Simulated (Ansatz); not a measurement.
## Loss of CH4: CH4GeO → GeO + CH4

Species: CH4GeO `C[O][GeH]`, singlet; GeO, singlet; CH4 `C`, singlet. 

Shapes, held fixed at every level: PBE0-D4/def2-TZVP. Flexible molecules stand in one conformer, not always the lowest. Programs: Ansatz 0.2.0. The zero-point and thermal change to 298 K, harmonic and unscaled (PBE0-D4/def2-TZVP), is +1.5 kJ/mol.

```json
{"level": "HF/def2-SVP", "kind": "Hartree–Fock", "ΔH(298 K) (kJ/mol)": "-11.6", "less CCSD(T)/def2-TZVPP": "+57.3"}
{"level": "HF/def2-TZVPP", "kind": "Hartree–Fock", "ΔH(298 K) (kJ/mol)": "-26.3", "less CCSD(T)/def2-TZVPP": "+42.6"}
{"level": "B3LYP-D4/def2-TZVPP", "kind": "global hybrid", "ΔH(298 K) (kJ/mol)": "-57.4", "less CCSD(T)/def2-TZVPP": "+11.5"}
{"level": "BHLYP-D4/def2-TZVPP", "kind": "global hybrid", "ΔH(298 K) (kJ/mol)": "-34.3", "less CCSD(T)/def2-TZVPP": "+34.6"}
{"level": "B2PLYP/def2-TZVPP", "kind": "double hybrid", "ΔH(298 K) (kJ/mol)": "-81.4", "less CCSD(T)/def2-TZVPP": "-12.5"}
{"level": "CCSD(T)/def2-SVP", "kind": "coupled cluster or CI", "ΔH(298 K) (kJ/mol)": "-73.5", "less CCSD(T)/def2-TZVPP": "-4.6"}
{"level": "CCSD/def2-TZVPP", "kind": "coupled cluster or CI", "ΔH(298 K) (kJ/mol)": "-56.4", "less CCSD(T)/def2-TZVPP": "+12.5"}
{"level": "CCSD(T)/def2-TZVPP", "kind": "coupled cluster or CI", "ΔH(298 K) (kJ/mol)": "-68.9", "less CCSD(T)/def2-TZVPP": "0.0"}
```

The highest level, CCSD(T)/def2-TZVPP, gives ΔH(298 K) = -68.9 kJ/mol; the levels span -81.4 to -11.6. The column of differences is taken from that level and isn't an error. No measured value is set beside it here. T1 is large for GeO, so single-reference values are less sure there. Relativity is left out for Ge unless named. Correlated rows may include outer-core shells of Ge, which these sets cover unevenly.
